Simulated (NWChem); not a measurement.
System: CrNHOClF; SMILES [NH]=[Cr](=[O])([F])[Cl]

```xyz
6

Cr     0.0193     0.3210    -0.0485
O      0.9656     0.7776     1.0503
N      0.6615     0.7012    -1.4524
H      1.5725     1.1064    -1.7008
F     -1.4991     1.0668     0.0863
Cl    -0.1260    -1.8067     0.0327
```
Atoms are numbered in this order, from 1.

Level: PBE0/def2-SVP (NWChem), optimised geometry, unscaled harmonic frequencies. 

```json
[
 {"frequency (cm⁻¹)": "178", "IR intensity (km/mol)": "2.0"},
 {"frequency (cm⁻¹)": "238", "IR intensity (km/mol)": "2.0"},
 {"frequency (cm⁻¹)": "270", "IR intensity (km/mol)": "2.4"},
 {"frequency (cm⁻¹)": "302", "IR intensity (km/mol)": "3.4"},
 {"frequency (cm⁻¹)": "376", "IR intensity (km/mol)": "17.1"},
 {"frequency (cm⁻¹)": "459", "IR intensity (km/mol)": "34.6"},
 {"frequency (cm⁻¹)": "606", "IR intensity (km/mol)": "120.1"},
 {"frequency (cm⁻¹)": "658", "IR intensity (km/mol)": "64.6"},
 {"frequency (cm⁻¹)": "801", "IR intensity (km/mol)": "161.2"},
 {"frequency (cm⁻¹)": "1068", "IR intensity (km/mol)": "77.2"},
 {"frequency (cm⁻¹)": "1187", "IR intensity (km/mol)": "132.5"},
 {"frequency (cm⁻¹)": "3527", "IR intensity (km/mol)": "170.1"}
]
```

```json
{
 "zero_point_energy": "13.8 kcal/mol",
 "thermal correction to the enthalpy at 298.15 K (with zero-point energy)": "18.1 kcal/mol",
 "heat capacity Cv": "19.0 cal/(mol K)",
 "entropy at 298.15 K and 1 atm (symmetry number 1)": "77.8 cal/(mol K)",
 "dipole_moment": "2.63 D"
}
```

Rigid rotor and harmonic oscillator.
